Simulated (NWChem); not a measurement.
# CH6AlFOSi; SMILES [SiH3][Al]([F])[O]C

```xyz
11

Al    -0.1752     0.0164    -0.0059
F     -1.8134     0.3330    -0.0084
O      0.9052     1.3077     0.0009
C      0.9999     2.6937     0.0037
H      1.5732     3.0442    -0.8723
H      0.0125     3.1893    -0.0190
H      1.5317     3.0440     0.9057
Si     0.6901    -2.2503    -0.0049
H      1.4220    -2.5230     1.2724
H      1.6551    -2.4381    -1.1334
H     -0.4041    -3.2595    -0.1440
```
Atoms are numbered in this order, from 1.

All runs use the structure optimised with PBE0/def2-SVP.

### Question
Give the principal values of the shielding tensors (ppm) of Al1, F2, O3, C4, Si8 from KT2/pcSseg-1, GIAO (NWChem), with their diamagnetic and paramagnetic parts as GIAO splits them.

### Answer
```
atom    σ11    σ22    σ33  isotropic  diamagnetic  paramagnetic
----  -----  -----  -----  ---------  -----------  ------------
Al1   400.8  440.3  521.6      454.2        798.1        -343.9
F2    156.9  280.2  409.3      282.1        472.8        -190.7
O3    194.2  294.0  312.0      266.7        396.2        -129.4
C4     94.5  103.2  182.6      126.8        246.1        -119.4
Si8   485.0  493.6  515.4      498.0        884.2        -386.2
```
